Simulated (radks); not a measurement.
Values are calculated unless marked as measured or tabulated.
Task: Ga3+, configuration [Ar] 3d9 4s1 (not the ground configuration). Level of theory: Dirac Kohn-Sham, BLYP, spin-unpolarised, spherical densities, finite nucleus; open shells fill j = l - 1/2 first; Fermi nuclear charge, rms radius 3.9973 fm (a radial shooting solver on a logarithmic mesh with Libxc functionals). Some entries of the table are withheld. Estimate them.

| orbital | occ. | eigenvalue (hartree) | <r^2> (bohr^2) | <r> (bohr) |
|---|---|---|---|---|
| 1s1/2 | 2 | -377.5641 | 0.003178 | 0.04860 |
| 2s1/2 | 2 | (1) | 0.05592 | (2) |
| 2p1/2 | 2 | -42.70837 | 0.04355 | 0.1883 |
| 2p3/2 | 4 | -41.69133 | 0.04506 | 0.1918 |
| 3s1/2 | 2 | (3) | 0.4834 | 0.6474 |
| 3p1/2 | 2 | -5.29321 | 0.5194 | 0.6644 |
| 3p3/2 | 4 | -5.15685 | 0.5355 | 0.6747 |
| 3d3/2 | 4 | (4) | 0.7133 | 0.7508 |
| 3d5/2 | 5 | (5) | 0.7219 | 0.7553 |
| 4s1/2 | 1 | (6) | 4.071 | 1.897 |

Result: 
(1) 2s1/2 eigenvalue (hartree): -48.02280
(2) 2s1/2 <r> (bohr): 0.2176
(3) 3s1/2 eigenvalue (hartree): -7.01603
(4) 3d3/2 eigenvalue (hartree): -2.25412
(5) 3d5/2 eigenvalue (hartree): -2.23561
(6) 4s1/2 eigenvalue (hartree): -1.45645
